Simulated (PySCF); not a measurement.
Vertical excitations of a molecule C3H7FOSi from TDDFT-CAM-B3LYP/def2-SVPD (PySCF), as energy in eV (oscillator strength): 6.80 (0.252), 7.16 (0.023), 7.46 (0.018), 7.68 (0.040), 7.98 (0.061), 8.05 (0.018), 8.18 (0.024), 8.22 (0.027), 8.74 (0.032), 8.79 (0.027). Lowest triplet (TDA): 4.18 eV. Geometry optimised at ωB97X-D3(BJ)/def2-SVP. Other conformers were not sampled.

Which molecule gave these data?
(A) C=CC[Si@H](O)F
(B) F/C=C\OC[SiH3]
(C) C=C[C@H](F)[SiH2]O
(D) C[Si](C)(F)C=O

A, C=CC[Si@H](O)F
